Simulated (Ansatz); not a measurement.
Reaction (formal exchange of groups at a B–Si bond): `CB([SiH3])BCl` + BH₃ → `BB(C)BCl` + SiH₄

Program: Ansatz. Geometries: PBE0-D4/def2-TZVP. ΔE: electronic, gas phase. CCSD(T)/CBS is the MP2 limit (def2-TZVPP, def2-QZVPP) plus CCSD(T) − MP2 in def2-TZVPP, frozen cores. This one scheme is used for every species. Functionals use def2-TZVPP. B3LYP here is the variant with VWN-RPA as its local correlation; programs differ in this. Each species was taken in one conformer, which may not be the lowest.

```csv
level,ΔE (kcal/mol)
ωB97M-V,-5.2
r2SCAN,-6.4
B3LYP,-6.3
SCS-MP2/def2-TZVPP,-3.9
CCSD/def2-TZVPP,-4.4
CCSD(T)/def2-TZVPP,-4.3
HF/CBS(def2),-4.4
MP2/CBS(def2),-4.0
```

Problem. What does CCSD(T)/CBS give? (Best estimate.)

Solution. The calculation gave: -4.3 kcal/mol. The listed levels differ from it by -0.9, -2.1, -2.0, 0.4, -0.1, 0.0, -0.1, 0.3 kcal/mol.

Largest T1 diagnostic among the species: 0.014.

From PBE to PBE0 (25 % exact exchange), in def2-TZVPP and without D4, ΔE moves by +1.0 kcal/mol. The D4 term adds +1.1 kcal/mol with B3LYP and +0.6 kcal/mol with PBE0; it sums over pairs of atoms, weighted by their polarisabilities, and B3LYP, whose exchange is more repulsive, gets the larger term.
